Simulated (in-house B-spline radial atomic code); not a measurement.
Radial electron density of the platinum ion Pt⁸⁺, [Xe] 4f14 5d2. Level of theory: scalar-relativistic (X2C) PBEsol, spin-polarised, spherical fractional occupations, Fermi nucleus of rms radius 5.427 fm; calculated with a B-spline radial code for spherical atoms.

One-electron X2C: radii and densities carry no picture-change correction, so inner-shell <1/r> comes out high (for 1s by about 2 % at Z = 33, 5 % at 54, 10 % at 75, 30 % at 118) and <r> low.

Columns: r (bohr), 4πr²n(r) (electrons per bohr), bar.

```
0.000316    3.474 #
0.000388    4.604 #
0.000478    6.106 ##
0.000588    8.051 ##
0.000724    10.59 ###
0.000891    13.84 ####
  0.0011    18.07 ######
 0.00135    23.25 #######
 0.00166    29.74 #########
 0.00204    37.63 ###########
 0.00252    47.25 ##############
  0.0031    58.14 ##################
 0.00381    70.09 #####################
 0.00469     82.6 #########################
 0.00577     94.5 #############################
 0.00711    104.4 ################################
 0.00875    110.6 ##################################
  0.0108    111.8 ##################################
  0.0133      108 #################################
  0.0163    101.2 ###############################
  0.0201    95.48 #############################
  0.0247    96.39 #############################
  0.0304    107.4 #################################
  0.0374      126 ######################################
  0.0461    142.3 ###########################################
  0.0567    144.3 ############################################
  0.0698    130.1 ########################################
  0.0859    114.2 ###################################
   0.106    115.3 ###################################
    0.13    130.2 ########################################
    0.16    132.2 ########################################
   0.197    106.1 ################################
   0.242    77.36 ########################
   0.298    75.01 #######################
   0.367    85.95 ##########################
   0.452    78.31 ########################
   0.556    53.01 ################
   0.685    31.69 ##########
   0.843    21.69 #######
    1.04    15.35 #####
    1.28    8.656 ###
    1.57     3.48 #
    1.93   0.9339 
    2.38   0.1585 
    2.93  0.01627 
    3.61 0.0008345 
    4.44 1.889e-05
```

On this grid the curve has 4 maxima, near 0.0108, 0.0567, 0.16, 0.367 bohr.

The 5d up radial function P(r) = rR(r), positive near the nucleus:

```json
{"r (bohr)": "0.00577", "P": "0.001119"}
{"r (bohr)": "0.00875", "P": "0.00331"}
{"r (bohr)": "0.0133", "P": "0.009601"}
{"r (bohr)": "0.0201", "P": "0.0262"}
{"r (bohr)": "0.0304", "P": "0.06632"}
{"r (bohr)": "0.0461", "P": "0.1491"}
{"r (bohr)": "0.0698", "P": "0.274"}
{"r (bohr)": "0.106", "P": "0.3572"}
{"r (bohr)": "0.16", "P": "0.2017"}
{"r (bohr)": "0.242", "P": "-0.2521"}
{"r (bohr)": "0.367", "P": "-0.5245"}
{"r (bohr)": "0.556", "P": "-0.04381"}
{"r (bohr)": "0.843", "P": "0.7819"}
{"r (bohr)": "1.28", "P": "0.9924"}
{"r (bohr)": "1.93", "P": "0.4944"}
{"r (bohr)": "2.93", "P": "0.08362"}
{"r (bohr)": "4.44", "P": "0.003051"}
```
